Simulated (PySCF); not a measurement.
Compound: Ge(SH)H3.
SMILES: `[H][Ge]([H])([H])[SH]`

The closed-shell ground state was solved at several levels (PySCF, density fitting, gas phase). Isolated species at its PBE0-D3(BJ)/def2-SVP geometry, gas phase. Relativistic effects, spin–orbit coupling among them, are left out although an element past zinc is present.

```tsv
level	basis functions	total energy (Eh)	HOMO (eV)	LUMO (eV)	gap (eV)	dipole (D)
PBE0/pcSseg-1 (pcSseg-2 on Ge)	107	-2477.2271	-7.32	-0.13	7.19	1.48
PBE/pcSseg-1 (pcSseg-2 on Ge)	107	-2477.1454	-6.07	-0.98	5.09	1.37
CAM-B3LYP/def2-SVPD	97	-2477.3547	-8.66	0.45	9.11	1.37
```

Estimate the row for B3LYP/pcSseg-1 (pcSseg-2 on Ge), a basis of 107 functions; the other rows only guide the guess.

Total energy -2477.7092 Eh, HOMO -7.06 eV, LUMO -0.38 eV, gap 6.68 eV, dipole 1.39 D.

Over all these levels, which gives the widest orbital gap and which the narrowest?

CAM-B3LYP/def2-SVPD (range-separated hybrid) has the widest, 9.11 eV, and PBE/pcSseg-1 (pcSseg-2 on Ge) (GGA) the narrowest, 5.09 eV. Functional and basis both differ between the two, so the spread mixes both effects.

In the pcSseg-1 (pcSseg-2 on Ge) basis, how does the gap go with the fixed share of exact exchange?

PBE (0 %) 5.09 eV; B3LYP (20 %) 6.68 eV; PBE0 (25 %) 7.19 eV. Each rise in the share widens the gap here.

How far do the dipole and the HOMO energy spread over the levels?

The dipole runs from 1.37 to 1.48 D (mean 1.40 D) and the HOMO from -8.66 to -6.07 eV.
